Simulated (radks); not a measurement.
The numbers below are computed, except where a source is named.
Initial-state core-level shifts of the barium ion Ba+ when its valence configuration changes from [Xe] 6s1. Level of theory: Dirac Kohn-Sham, LDA (Slater exchange, Perdew-Wang correlation), spin-unpolarised, spherical densities, point nucleus; open shells are shared between the two j in proportion to 2j + 1 (a radial shooting solver on a logarithmic mesh with Libxc functionals). Shifts are changes of the shell-averaged eigenvalues in eV (positive: less bound).

| valence | 3p | 4p | 4d | 5p |
|---|---|---|---|---|
| 6p1 | -1.113 | -1.107 | -1.104 | -1.032 |
| 4f1 | +3.747 | +3.536 | +3.380 | +1.558 |
| 6s0.5 6p0.5 | -0.560 | -0.558 | -0.556 | -0.521 |
| 5d1 | +1.881 | +1.864 | +1.867 | +1.659 |
| 5d0.5 6p0.5 | +0.410 | +0.402 | +0.404 | +0.322 |
| 4f0.5 6s0.5 | +3.050 | +2.888 | +2.775 | +1.462 |
